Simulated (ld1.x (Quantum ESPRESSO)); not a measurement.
**Re: one change to a TM potential, before and after**

| Quantity | Value |
| --- | --- |
| Element | Re (Z = 75) |
| Generator | ld1.x (Quantum ESPRESSO) 7.5 |
| Type | norm-conserving Troullier–Martins (Kleinman–Bylander form) |
| Functional | PBE |
| Relativity | scalar-relativistic |
| Frozen core | [Kr] 4d10 4f14 5s2 |
| Valence charge | 13 |
| Reference configuration | 5p6 5d4 6s0 6p0 (charge +3) |
| Partial waves | 6s (bound, empty): rc 2.25 bohr; 5p (bound): rc 1.60 bohr; 5d (bound): rc 1.35 bohr |
| Local potential | all-electron potential smoothed inside 1.60 bohr (lloc = -1) |
| Core correction | a·sin(br)/r model core inside 1.35 bohr |

Change: type PAW; waves now 6s (bound): rcut 1.95, rcutus 2.25 bohr; 6s channel at -1.5 Ry: rcut 1.95, rcutus 2.25 bohr; 5p (bound): rcut 1.55, rcutus 1.60 bohr; 6p (bound): rcut 1.55, rcutus 1.60 bohr; 5d (bound): rcut 1.15, rcutus 1.35 bohr; 5d channel at -2.1 Ry: rcut 1.15, rcutus 1.35 bohr; local potential all-electron potential smoothed inside 1.25 bohr (lloc = -2); augmentation PSQ, inside the norm-conserving radii.

Cutoffs: the cutoffs (Ry, on a coarse ladder) from which the occupation-weighted sum of valence levels, in a spherical-Bessel basis at the reference potential, stays within 10 and 1 mRy of its value at 400 Ry; they do not see the model core or the augmentation charge, which bear on the density cutoff. Errors are all-electron minus pseudo energies relative to the spin-unpolarised reference configuration.

Q: What does the change do?

A: Both files keep a bound ghost (s); the number of tests with a reliable result goes from 7 to 0 (the test run of the changed file stopped, so its transferability is not established); the range in which the s phases agree widens (upper end 0.2 → 2.3); the range in which the d phases agree widens (upper end 1.2 → at the end of the scan). Several settings change at once here, so the effects cannot be laid on one of them.

```csv
quantity,base,changed
"cutoffs, loose and tight","50 Ry, 90 Ry",not determined
bound ghosts,s,"s (p not tested, overlap not positive)"
tests with a reliable result,7 of 7,0 of 7 (the test run stopped)
s: phases at 2.46 bohr within 0.05 rad from the reference energy up to (Ry; the scan ends near 5),0.2,2.3
p: phases at 2.46 bohr within 0.05 rad from the reference energy up to (Ry; the scan ends near 5),to the end of the scan,to the end of the scan
d: phases at 2.46 bohr within 0.05 rad from the reference energy up to (Ry; the scan ends near 5),1.2,to the end of the scan
```

Changed file: the overlap operator is not positive definite in a basis up to 400 Ry (lowest eigenvalue p -0.07), so the file is unfit for use: the generalised eigenproblem breaks down once the basis is large enough, and its test numbers describe a broken file. A true bound ghost makes a file unfit for plane-wave use even where its test errors are small: the radial tests pick states by their node count and pass the ghost by.
